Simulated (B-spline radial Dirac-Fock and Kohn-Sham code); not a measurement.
## What relativity does to the binding energies of Eu⁺

System: the Eu⁺ ion in the configuration [Xe] 4f7 6s1.

Both columns are ΔSCF binding energies of the configuration average from a radial finite-basis atomic code: non-relativistic Hartree-Fock with a point nucleus, and Dirac-Fock with a finite nucleus and the Coulomb interaction alone, averaged over the two j levels with weights 2j+1.

| shell | Hartree-Fock (eV) | Dirac-Fock (eV) | shift (eV) | shift (%) |
| --- | --- | --- | --- | --- |
| 1s | 45941.6 | 48732.4 | +2790.78 | +6.07 |
| 2s | 7375.2 | 8091.5 | +716.30 | +9.71 |
| 2p | 6992.1 | 7219.0 | +226.90 | +3.25 |
| 3s | 1653.1 | 1820.7 | +167.66 | +10.14 |
| 3p | 1482.7 | 1541.7 | +58.96 | +3.98 |
| 3d | 1168.5 | 1155.3 | -13.22 | -1.13 |
| 4s | 344.6 | 383.5 | +38.93 | +11.30 |
| 4p | 276.9 | 289.4 | +12.47 | +4.50 |
| 4d | 156.0 | 152.7 | -3.33 | -2.13 |
| 4f | 16.38 | 12.16 | -4.22 | -25.75 |
| 5p | 33.59 | 34.48 | +0.88 | +2.63 |
| 6s | 9.87 | 10.39 | +0.52 | +5.32 |

Relativity binds 1s, 2s, 2p, 3s, 3p, 4s, 4p, 5p, 6s more strongly, among those listed most of all 4s in relative terms, and 3d, 4d, 4f more weakly, because the contracted s and p shells screen the nucleus better.

Values without a named source are computed, but for edge energies of neutral atoms, which are taken from tables.
